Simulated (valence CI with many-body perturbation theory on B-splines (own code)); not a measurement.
**Forbidden lines of Re³⁵⁺**

Method: configuration interaction combined with many-body perturbation theory (CI+MBPT): four valence electrons over a frozen Dirac-Fock core [Kr], radial functions for each j: 7 s, 7 p, 8 d, 6 f, 4 g, 1 h, with the one-electron correlation potential Σ1, the two-electron term Σ2, the three-electron term Σ3, Breit, model QED; selected CI, second order for the rest, scaled by the run's own slope (own B-spline code, finite nucleus).

The last digits are not significant, and no measured levels were compared; by estimate large intervals hold to a few tenths of a per cent, small ones and those within an open d or f shell to about a per cent. The list stops below the first excitations out of the core.

Lines 1 to 50 of 120 in falling wavelength, among levels below 1035200 cm⁻¹, chosen from the decays that carry over 1 % of a level's rate. Wavelengths and rates use the calculated energies. Electric multipoles are in the length gauge, E1 and E2 with the static RPA response of the core. S is in atomic units (e²a₀⁴ for E2 and M2, e²a₀⁶ for E3), for M1 in squared Bohr magnetons. Weak lines are less certain than strong ones. Lines between different terms over intervals too small for the method are left out, as are lines whose strength nearly cancels. The highest levels of a list are the least certain.

Levels are named by their leading jj configuration (3d3/2^4 stands for four electrons in 3d with j = 3/2), which in mixed levels can hold well under half, so a name can repeat and another be missing. Letters in brackets count levels of one name in rising energy.

```csv
λ vac (Å),Upper,Lower,Type,A (s⁻¹),S (a.u.)
8761,(4d3/2^2 4d5/2^2) J=6,(4d3/2^2 4d5/2^2) J=5,M1,1.12e+01,3.63e+00
8590,(4d3/2^3 4d5/2) J=3,(4d3/2^3 4d5/2) J=2,M1,2.36e+01,3.89e+00
7142,(4d3/2^3 4d5/2) J=3,(4d3/2^3 4d5/2) J=4,M1,2.60e+01,2.46e+00
2478,(4d3/2^2 4d5/2^2) J=1,(4d3/2^2 4d5/2^2) J=0 [a],M1,8.10e+02,1.37e+00
2437,(4d3/2^2 4d5/2^2) J=4 [b],(4d3/2^2 4d5/2^2) J=3 [a],M1,4.80e+02,2.32e+00
2324,(4d3/2^3 4d5/2) J=2,(4d3/2^3 4d5/2) J=1,M1,1.57e+03,3.64e+00
2062,(4d3/2^2 4d5/2^2) J=2 [d],(4d3/2^2 4d5/2^2) J=2 [c],M1,9.37e+02,1.52e+00
1846,(4d3/2^2 4d5/2^2) J=2 [b],(4d3/2^2 4d5/2^2) J=2 [a],M1,8.98e+02,1.05e+00
1759,(4d3/2^2 4d5/2^2) J=4 [c],(4d3/2^2 4d5/2^2) J=3 [b],M1,5.03e+02,9.13e-01
1584,(4d3/2 4d5/2^3) J=0,(4d3/2 4d5/2^3) J=1 [a],M1,1.88e+03,2.78e-01
1314,(4d3/2 4d5/2^3) J=3 [b],(4d3/2^2 4d5/2^2) J=2 [d],M1,1.09e+03,6.40e-01
1260,(4d3/2 4d5/2^3) J=1 [b],(4d3/2^2 4d5/2^2) J=0 [b],M1,3.90e+03,8.69e-01
1238,(4d3/2^2 4d5/2^2) J=4 [c],(4d3/2^2 4d5/2^2) J=5,M1,3.49e+02,2.21e-01
1143,(4d3/2^2 4d5/2^2) J=2 [d],(4d3/2^2 4d5/2^2) J=2 [b],M1,8.92e+02,2.47e-01
1079,(4d3/2^2 4d5/2^2) J=2 [d],(4d3/2^2 4d5/2^2) J=3 [b],M1,3.49e+02,8.14e-02
1073,(4d3/2^2 4d5/2^2) J=2 [c],(4d3/2^2 4d5/2^2) J=2 [a],M1,1.42e+03,3.25e-01
1045,(4d3/2 4d5/2^3) J=3 [c],(4d3/2 4d5/2^3) J=4 [a],M1,1.04e+03,3.08e-01
994.5,(4d3/2^2 4d5/2^2) J=4 [c],(4d3/2^2 4d5/2^2) J=4 [a],M1,4.23e+03,1.39e+00
941.0,(4d3/2^2 4d5/2^2) J=2 [d],(4d3/2^2 4d5/2^2) J=1,M1,1.81e+02,2.79e-02
914.8,(4d3/2 4d5/2^3) J=2 [b],(4d3/2 4d5/2^3) J=3 [a],M1,2.70e+03,3.83e-01
893.8,(4d3/2^2 4d5/2^2) J=4 [a],(4d3/2^3 4d5/2) J=3,M1,6.22e+03,1.48e+00
861.6,(4d3/2^2 4d5/2^2) J=3 [a],(4d3/2^3 4d5/2) J=3,M1,3.19e+04,5.30e+00
856.3,(4d3/2 4d5/2^3) J=3 [a],(4d3/2^2 4d5/2^2) J=4 [b],M1,4.98e+03,8.12e-01
846.1,(4d3/2 4d5/2^3) J=2 [a],(4d3/2^2 4d5/2^2) J=2 [c],M1,5.40e+03,6.06e-01
846.0,(4d3/2^2 4d5/2^2) J=2 [a],(4d3/2^3 4d5/2) J=2,M1,1.76e+04,1.97e+00
840.5,(4d3/2 4d5/2^3) J=1 [b],(4d3/2^2 4d5/2^2) J=2 [d],M1,1.85e+04,1.22e+00
838.1,(4d3/2 4d5/2^3) J=3 [c],(4d3/2^2 4d5/2^2) J=2 [d],M1,4.87e+03,7.43e-01
818.1,(4d5/2^4) J=2,(4d3/2 4d5/2^3) J=3 [c],M1,8.99e+03,9.13e-01
802.5,(4d3/2 4d5/2^3) J=3 [b],(4d3/2^2 4d5/2^2) J=2 [c],M1,1.45e+03,1.95e-01
794.4,(4d3/2^2 4d5/2^2) J=4 [a],(4d3/2^3 4d5/2) J=4,M1,4.92e+04,8.22e+00
786.9,(4d3/2^3 4d5/2) J=1,(4d3/2^4) J=0,M1,5.38e+04,2.91e+00
783.0,(4d3/2^2 4d5/2^2) J=3 [a],(4d3/2^3 4d5/2) J=2,M1,2.40e+04,2.99e+00
778.2,(4d3/2 4d5/2^3) J=1 [a],(4d3/2^2 4d5/2^2) J=2 [b],M1,7.09e+03,3.72e-01
756.6,(4d3/2^2 4d5/2^2) J=2 [d],(4d3/2^2 4d5/2^2) J=3 [a],M1,7.81e+02,6.27e-02
753.3,(4d5/2^4) J=4,(4d3/2 4d5/2^3) J=3 [b],M1,7.09e+03,1.01e+00
741.0,(4d3/2 4d5/2^3) J=2 [b],(4d3/2^2 4d5/2^2) J=2 [d],M1,3.79e+03,2.86e-01
734.4,(4d3/2 4d5/2^3) J=5,(4d3/2^2 4d5/2^2) J=4 [b],M1,2.62e+04,4.23e+00
713.4,(4d3/2 4d5/2^3) J=4 [a],(4d3/2^2 4d5/2^2) J=5,M1,6.09e+03,7.38e-01
705.8,(4d3/2^2 4d5/2^2) J=2 [d],(4d3/2^2 4d5/2^2) J=2 [a],M1,1.82e+02,1.19e-02
686.6,(4d3/2^2 4d5/2^2) J=5,(4d3/2^3 4d5/2) J=4,M1,2.95e+04,3.89e+00
685.4,(4d3/2^2 4d5/2^2) J=0 [b],(4d3/2^2 4d5/2^2) J=1,M1,2.90e+04,3.46e-01
679.0,(4d3/2 4d5/2^3) J=1 [a],(4d3/2^2 4d5/2^2) J=1,M1,3.60e+04,1.25e+00
665.8,(4d3/2 4d5/2^3) J=5,(4d3/2^2 4d5/2^2) J=6,M1,1.44e+04,1.73e+00
651.0,(4d3/2^2 4d5/2^2) J=1,(4d3/2^3 4d5/2) J=2,M1,6.25e+04,1.92e+00
647.3,(4d3/2 4d5/2^3) J=6,(4d3/2^2 4d5/2^2) J=6,M1,2.90e+04,3.79e+00
644.6,(4d3/2 4d5/2^3) J=3 [c],(4d3/2^2 4d5/2^2) J=4 [c],M1,3.43e+04,2.38e+00
642.8,(4d3/2^2 4d5/2^2) J=3 [b],(4d3/2^3 4d5/2) J=3,M1,7.12e+03,4.91e-01
642.0,(4d3/2 4d5/2^3) J=4 [a],(4d3/2^2 4d5/2^2) J=3 [a],M1,3.25e+04,2.87e+00
639.9,(4d3/2^2 4d5/2^2) J=0 [a],(4d3/2^3 4d5/2) J=1,M1,1.56e+05,1.51e+00
636.7,(4d3/2^2 4d5/2^2) J=6,(4d3/2^3 4d5/2) J=4,E2,5.10e+00,6.19e-03
```
